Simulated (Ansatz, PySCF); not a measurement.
Gas-phase reaction in SMILES: F[SiH][SiH3] → F[SiH-][SiH3] (an electron is taken up)
Structures are relaxed separately at B3LYP-D3(BJ)/def2-TZVP in Ansatz (a program for electronic structure). Frequencies are from Ansatz or PySCF.

Quantity: adiabatic electron affinity (0 K, with B3LYP-D3(BJ) harmonic zero-point energies), positive where the reaction releases energy, in eV. Cores are frozen in the correlated levels unless marked. UHF or UKS for open shells. No spin-orbit coupling. No relativistic terms. Anions need diffuse functions: aug- sets have them; def2-D sets add few; the other sets have none. CBS marks a two-point X^-3 extrapolation of the correlation energy; Hartree-Fock from the larger set.

| level | program | adiabatic electron affinity (eV) |
|---|---|---|
| r2SCAN/def2-TZVPD | Ansatz | 1.67 |
| HSE06/def2-TZVPD | Ansatz | [?] |
| LC-wPBE/def2-TZVPD | Ansatz | 1.66 |
| PBE-QIDH/def2-TZVPD | Ansatz | 1.67 |
| SCS-MP2/aug-cc-pV(Q+d)Z | Ansatz | 1.74 |
| CCSD/6-31G | Ansatz | 1.48 |
| CCSD/cc-pVTZ | Ansatz | [?] |
| CCSD/aug-cc-pV(Q+d)Z | Ansatz | [?] |
| CCSD(T)/CBS(aug-cc-pV(T+d)Z,aug-cc-pV(Q+d)Z) | Ansatz | [?] |

### Question
What belongs in the gaps?

### Answer

- HSE06/def2-TZVPD, adiabatic electron affinity (eV): 1.73
- CCSD/cc-pVTZ, adiabatic electron affinity (eV): 1.59
- CCSD/aug-cc-pV(Q+d)Z, adiabatic electron affinity (eV): 1.72
- CCSD(T)/CBS(aug-cc-pV(T+d)Z,aug-cc-pV(Q+d)Z), adiabatic electron affinity (eV): 1.84
